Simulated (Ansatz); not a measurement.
System: C4H5SSi (charge 0, doublet). It need not be the lowest isomer of its formula. 
Coordinates optimised at B3LYP-D3(BJ)/def2-TZVP (Ansatz, an electronic-structure program):
```xyz
11

Si    -2.2357    -0.2876    -0.0208
C     -0.3829    -0.2215    -0.1345
C      0.4700    -1.0094    -0.8207
C      1.8530    -0.7566    -0.7522
C      2.0736     0.3227     0.0605
S      0.6104     0.9679     0.6927
H     -2.6974    -1.4422    -0.8192
H     -2.8339     0.9606    -0.5476
H     -2.6618    -0.4449     1.3888
H      2.6252    -1.3175    -1.2552
H      3.0188     0.7725     0.3218
```
Charge 0, spin multiplicity 2.

Quantity: atomisation energy (electronic, to ground-state atoms), in eV. Correlated levels leave the core frozen unless marked. Open shells are spin-unrestricted. Spin-orbit coupling is left out. Non-relativistic. The coupled-cluster limit lacks core correlation, which all-electron functionals hold. CBS(X,Y): correlation extrapolated as X^-3; Hartree-Fock from the larger set.

The UHF reference is spin-contaminated (<S^2> 0.36 over the pure value in the largest basis). 

```
level                                        program  atomisation energy (eV)
------------------------------------  --------------  -----------------------
BLYP-D4/def2-TZVPD                    Ansatz + dftd4                      ___
SCS-MP2/cc-pV(D+d)Z                           Ansatz                    41.78
CCSD(T)/CBS(cc-pV(T+d)Z,cc-pV(Q+d)Z)          Ansatz                    45.66
```

Problem. What belongs in the gaps?

Solution. 
- BLYP-D4/def2-TZVPD, atomisation energy (eV): 45.81
